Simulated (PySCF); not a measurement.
**Computed NMR parameters against published values**

Molfile (atoms numbered from 1):
```
C5H11NO
     RDKit          3D

 18 17  0  0  0  0  0  0  0  0999 V2000
   -2.9491    0.1207    0.5219 C   0  0  0  0  0  0  0  0  0  0  0  0
   -1.6852   -0.3558   -0.1764 C   0  0  0  0  0  0  0  0  0  0  0  0
   -0.4141    0.2294    0.4221 C   0  0  0  0  0  0  0  0  0  0  0  0
    0.8480   -0.2464   -0.2724 C   0  0  0  0  0  0  0  0  0  0  0  0
    2.1129    0.3653    0.3068 C   0  0  0  0  0  0  0  0  0  0  0  0
    3.2705   -0.0809   -0.2534 N   0  0  0  0  0  0  0  0  0  0  0  0
    2.1008    1.1897    1.1965 O   0  0  0  0  0  0  0  0  0  0  0  0
   -2.9437   -0.1576    1.5878 H   0  0  0  0  0  0  0  0  0  0  0  0
   -3.8534   -0.3129    0.0686 H   0  0  0  0  0  0  0  0  0  0  0  0
   -3.0427    1.2172    0.4712 H   0  0  0  0  0  0  0  0  0  0  0  0
   -1.7353   -0.0986   -1.2496 H   0  0  0  0  0  0  0  0  0  0  0  0
   -1.6352   -1.4588   -0.1382 H   0  0  0  0  0  0  0  0  0  0  0  0
   -0.3494   -0.0206    1.4940 H   0  0  0  0  0  0  0  0  0  0  0  0
   -0.4482    1.3304    0.3866 H   0  0  0  0  0  0  0  0  0  0  0  0
    0.9319   -1.3466   -0.2169 H   0  0  0  0  0  0  0  0  0  0  0  0
    0.8130   -0.0061   -1.3504 H   0  0  0  0  0  0  0  0  0  0  0  0
    3.2861   -0.7621   -0.9972 H   0  0  0  0  0  0  0  0  0  0  0  0
    4.1439    0.2999    0.0848 H   0  0  0  0  0  0  0  0  0  0  0  0
  1  2  1  0
  2  3  1  0
  3  4  1  0
  4  5  1  0
  5  6  1  0
  5  7  2  0
  1  8  1  0
  1  9  1  0
  1 10  1  0
  2 11  1  0
  2 12  1  0
  3 13  1  0
  3 14  1  0
  4 15  1  0
  4 16  1  0
  6 17  1  0
  6 18  1  0
M  END
```

Measured values that the calculation should reproduce: δ 1H H15/H16 2.22; H13/H14 1.60; H11/H12 1.37; H8/H9/H10 0.93 ppm (measured; solution, not stated per compound (mostly CDCl3 or CCl4); Pretsch, Buehlmann, Badertscher, Structure Determination of Organic Compounds, 4th ed. (2009)).

- structure optimised with PBE0-D3(BJ)/def2-SVP
- σ from GIAO-HF/pcSseg-1
- program: PySCF 2.14.0 with density-fitted response routines
- one computed conformer, in vacuum, one averaged value for each set of equivalent atoms, relativity neglected

Problem. What does the calculation give, and how does it compare?

Solution. 
Reference values: measured (solution, not stated per compound (mostly CDCl3 or CCl4); Pretsch, Buehlmann, Badertscher, Structure Determination of Organic Compounds, 4th ed. (2009)).
```json
{"atoms": "H15/H16", "quantity": "δ 1H", "reference": "2.22", "computed": "1.62"}
{"atoms": "H13/H14", "quantity": "δ 1H", "reference": "1.60", "computed": "1.41"}
{"atoms": "H11/H12", "quantity": "δ 1H", "reference": "1.37", "computed": "0.88"}
{"atoms": "H8/H9/H10", "quantity": "δ 1H", "reference": "0.93", "computed": "1.10"}
```

Computed shifts are σ(ref) − σ with the named reference compound (TMS for H and C) calculated as an isolated molecule at the same level.

Problem. How far are the unscaled 1H shifts from the references?

Solution. Mean signed difference -0.28 ppm, mean absolute 0.36 ppm over 4 comparisons; the largest is -0.60 ppm at H15/H16 (hydrogen on an sp3 CH2 α to a carbonyl).

4 of the 8 published NMR values on file for this molecule are compared.
